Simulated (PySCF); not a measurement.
Geometry:
```csv
atom,x (Å),y (Å),z (Å)
C1,-2.444,-1.200,-0.675
C2,-1.628,0.083,-0.600
C3,-2.457,1.262,-0.112
P4,-0.287,-0.196,0.644
O5,-0.764,-0.518,1.993
C6,1.042,1.071,0.403
C7,1.805,0.099,-0.523
C8,3.307,0.064,-0.302
C9,1.064,-1.199,-0.132
H10,-3.304,-1.077,-1.331
H11,-1.835,-2.023,-1.045
H12,-2.798,-1.460,0.321
H13,-1.177,0.308,-1.570
H14,-3.298,1.450,-0.778
H15,-2.841,1.047,0.884
H16,-1.848,2.164,-0.055
H17,0.803,2.043,-0.023
H18,1.563,1.218,1.350
H19,1.600,0.344,-1.568
H20,3.770,-0.683,-0.945
H21,3.747,1.034,-0.528
H22,3.533,-0.184,0.733
H23,0.840,-1.880,-0.950
H24,1.593,-1.746,0.649
```

Fast rotation and ring inversion assumed for equivalent nuclei, single conformer, no relativistic terms, in vacuum. NMR shieldings at PBE0/pcSseg-1/GIAO; geometry from GFN2-xTB; PySCF.

Referencing at the same level of theory: $^{13}$C (σref 186.93), $^{1}$H (σref 31.72) vs TMS; $^{31}$P (σref 318.38) against H3PO4; $^{17}$O (σref 336.08) vs H2O.

```json
{"atoms": "C7", "nucleus": "$^{13}$C", "count": "1", "δ (ppm)": "?"}
{"atoms": "C1/C3", "nucleus": "$^{13}$C", "count": "2", "δ (ppm)": "15.4"}
{"atoms": "H10/H11/H12/H14/H15/H16", "nucleus": "$^{1}$H", "count": "6", "δ (ppm)": "1.24"}
{"atoms": "C2", "nucleus": "$^{13}$C", "count": "1", "δ (ppm)": "33.7"}
{"atoms": "H18/H24", "nucleus": "$^{1}$H", "count": "2", "δ (ppm)": "2.02"}
{"atoms": "H20/H21/H22", "nucleus": "$^{1}$H", "count": "3", "δ (ppm)": "?"}
{"atoms": "H19", "nucleus": "$^{1}$H", "count": "1", "δ (ppm)": "?"}
{"atoms": "P4", "nucleus": "$^{31}$P", "count": "1", "δ (ppm)": "13.5"}
{"atoms": "C8", "nucleus": "$^{13}$C", "count": "1", "δ (ppm)": "26.2"}
{"atoms": "C6/C9", "nucleus": "$^{13}$C", "count": "2", "δ (ppm)": "45.9"}
{"atoms": "O5", "nucleus": "$^{17}$O", "count": "1", "δ (ppm)": "124.3"}
{"atoms": "H13", "nucleus": "$^{1}$H", "count": "1", "δ (ppm)": "?"}
{"atoms": "H17/H23", "nucleus": "$^{1}$H", "count": "2", "δ (ppm)": "2.53"}
```

Complete the table.

Answers


- C7: 19.6 ppm, sp3 CH in a ring; saturated and bonded to C and H only
- H19: 1.56 ppm, hydrogen on an sp3 CH in a ring
- H13: 1.31 ppm, hydrogen on an sp3 CH bonded to P
- H20/H21/H22: 1.27 ppm, hydrogen on a methyl carbon; far from electronegative atoms and π systems

Shifts are as computed. Against solution values, carbons near 30 ppm lie about +3 ppm off and those near 130 ppm about +5 ppm. Of 1211 compounds with measured shifts, 218 miss one by over three times the rms of a fit or turn the order of signals round; such compounds aren't used in these exercises. Experimental scales use liquid or dissolved standards, which lie at an offset from isolated H2O (liquid H2O: subtract about 36 ppm) and H3PO4.
